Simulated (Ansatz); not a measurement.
Reaction (ligand exchange at the Si–O bond): `CB(F)O[SiH3]` + `[NH2][SbH2]` → `[SiH3][NH][SbH2]` + `CB(O)F`

Computed with Ansatz on PBE0-D4/def2-TZVP structures; ΔE is electronic, products minus reactants. CBS: MP2 limit from def2 TZ/QZ plus the TZ coupled-cluster correction, frozen cores. DFT in def2-TZVPP. B3LYP here is the variant with VWN-RPA as its local correlation; programs differ in this. HSE06 is defined as in plane-wave codes. Elements past krypton have def2 core potentials. For Sb outer-core shells are correlated without core-valence functions, which leaves a few kJ/mol of doubt a bond. One conformer a species, not always the lowest.

`CB(F)O[SiH3]`:

Z-matrix (Å, degrees):
```
C
B 1 1.559
H 1 1.089 2 112.7
H 1 1.094 2 110.2 3 -121.7
H 1 1.094 2 110.2 3 121.7
F 2 1.342 1 119.1 3 179.7
O 2 1.351 1 123.2 3 -0.3
Si 7 1.659 2 131.9 1 180.0
H 8 1.483 7 110.2 2 -61.0
H 8 1.484 7 110.2 2 60.6
H 8 1.481 7 106.4 2 179.8
```

`[NH2][SbH2]`:

```xyz
6

N    -0.367   -0.969    0.197
Sb   -0.334    1.060    0.374
H     0.336   -1.338   -0.431
H    -0.250   -1.416    1.097
H     1.332    1.348    0.036
H    -0.718    1.314   -1.273
```

`[SiH3][NH][SbH2]`:

```xyz
9

Si   -0.416    0.206    1.130
N     0.791    0.492   -0.061
Sb    0.818   -0.269   -1.940
H    -1.749    0.780    0.784
H     0.026    0.805    2.419
H    -0.598   -1.262    1.284
H     1.364    1.315    0.034
H    -0.877   -0.172   -2.218
H     0.641   -1.895   -1.431
```

`CB(O)F`:

```xyz
8

C    -0.834    0.587   -0.040
B     0.517   -0.177    0.101
O     0.681   -1.439   -0.360
F     1.563    0.417    0.696
H    -0.687    1.516   -0.598
H    -1.599   -0.005   -0.542
H    -1.207    0.880    0.946
H     1.567   -1.781   -0.202
```

| level | ΔE (kJ/mol) | difference from CCSD(T)/CBS |
| --- | --- | --- |
| revPBE-D4 | 21.5 | -5.0 |
| r2SCAN-D4 | 28.5 | 2.0 |
| B97M-V | 29.4 | 2.9 |
| PBE0-D4 | 23.1 | -3.4 |
| r2SCAN0-D4 | 27.7 | 1.2 |
| B2PLYP | 30.1 | 3.6 |
| revPBE | 26.6 | 0.1 |
| BLYP | 33.0 | 6.5 |
| B3LYP | 32.6 | 6.1 |
| HSE06 | 25.1 | -1.4 |
| LC-ωPBE | 25.2 | -1.3 |
| MP2/def2-SVP | 13.9 | -12.6 |
| HF/def2-TZVPP | 39.0 | 12.5 |
| HF/def2-QZVPP | 39.4 | 12.9 |
| HF/CBS(def2) | 39.5 | 13.0 |
| MP2/CBS(def2) | 24.1 | -2.4 |
| CCSD(T)/CBS | 26.5 | 0 |

Problem. What do rigid-rotor, harmonic-oscillator terms from PBE0-D4/def2-TZVP frequencies (298.15 K, 1 bar) make of the CCSD(T)/CBS value? (An estimate is asked.)

Solution. Computed: ΔZPE = +0.3 kJ/mol, ΔH = +26.2 kJ/mol, ΔS = -6 J/(mol·K), ΔG = +28.0 kJ/mol. Modes under 50 cm⁻¹ make the entropy rough.

Largest T1 diagnostic among the species: 0.013.

In def2-TZVPP, CCSD(T) changes the Hartree–Fock value by −12.7 kJ/mol (the triples alone add −1.6 kJ/mol) and MP2 by −15.1 kJ/mol. The D4 term adds −4.3 kJ/mol with B3LYP and −2.2 kJ/mol with PBE0; it sums over pairs of atoms, weighted by their polarisabilities, and B3LYP, whose exchange is more repulsive, gets the larger term.
